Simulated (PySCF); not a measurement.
Computed IR spectrum (relative IR intensity) of a molecule C2H11NSi3. The structure is a stationary point at PBE-D3(BJ)/def2-SVP. Other conformers were not sampled. Method: PBE-D3(BJ)/def2-SVP in PySCF. Frequencies are harmonic and unscaled.

Lines under 2 % of the strongest are left out, and lines within 2 cm⁻¹ are merged.

| ν (cm⁻¹) | relative intensity |
|---|---|
| 463 | 2.8 |
| 554 | 2.1 |
| 650 | 5.6 |
| 657 | 17 |
| 674 | 8.9 |
| 716 | 20 |
| 740 | 17 |
| 762 | 32 |
| 809 | 7.0 |
| 871 | 23 |
| 883 | 65 |
| 900 | 6.2 |
| 917 | 100 |
| 927 | 20 |
| 937 | 39 |
| 1002 | 14 |
| 1063 | 28 |
| 1087 | 14 |
| 1118 | 3.0 |
| 1203 | 2.7 |
| 1409 | 2.4 |
| 2097 | 56 |
| 2146 | 28 |
| 2157 | 71 |
| 2164 | 25 |
| 2168 | 6.6 |
| 2173 | 53 |
| 2180 | 37 |
| 2892 | 11 |
| 2908 | 17 |
| 2998 | 5.4 |

Q: Pick the molecule that these values belong to.
A) CN1C[Si@@H]([SiH3])[SiH2]1
B) C[Si@H]1C[SiH2]N[SiH2]1
C) [SiH3][C@@H]1[SiH2]CN1[SiH3]
D) [SiH3][Si@H]1CC[SiH2]N1

A: C, [SiH3][C@@H]1[SiH2]CN1[SiH3]
